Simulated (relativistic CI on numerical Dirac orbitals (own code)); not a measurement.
## Hyperfine structure of In XLIV, mass number 115

Computed by Dirac-Coulomb-Breit CI, orbitals from a KLI potential per configuration, model QED (radiative potential, 1s self-energy scaled to tabulated hydrogen-like ionisation energies), unscaled Slater integrals (own radial code, finite nucleus).

CI space (outside the closed core 1s2): 2s²2p², 2s2p³, 2p⁴, 2p³3s, 2p³3p, 2p³3d, 2s²2p3s, 2s²2p3p, 2s²2p3d, 2s2p²3s, 2s2p²3p, 2s2p²3d, 2s²2p4s, 2s²2p4p, 2s²2p4d, 2s²2p4f. Levels of other configurations are missing.

Nuclear spin I = 9/2, μ = 5.5326 μN, Q = 0.772 b (tables of Stone and Pyykkö). The electronic factors are computed for point nuclear moments, without core polarisation or the Bohr-Weisskopf and QED corrections.

```csv
Level,E (Ry),A (GHz),B (GHz)
2s²2p² ³P1,15.6346,-83.01,164
2s²2p² ¹D2,16.7107,633,268
2s²2p² ³P2,33.1333,287.3,58.8
2s2p³ ³D°3,44.5715,1378,-1.03
2s2p³ ¹D°2,48.6623,-2.125,-109
2p⁴ ³P2,61.6116,266.7,52.1
```

Levels with J = 0, under 50 % of one LS term, or S terms without an open s electron are left out. Small factors come from cancelling terms and can be off by tens of per cent or more.

At this charge energies of transitions that change n are usually good to better than 1 %, and those within a shell (Δn = 0) to a few per cent.

(1) Give the hyperfine levels of 2s²2p² ¹D2 relative to its centre of gravity.

Answers

(1) With K = F(F + 1) − I(I + 1) − J(J + 1), E = AK/2 + B[¾K(K + 1) − I(I + 1)J(J + 1)]/[2I(2I − 1)J(2J − 1)]: F = 5/2: -6840, F = 7/2: -4742, F = 9/2: -1977, F = 11/2: 1504, F = 13/2: 5764 GHz.

LS names give the leading component of a level, which can be under half, so a name can repeat, a term be missing and a line seem to break the LS rules.
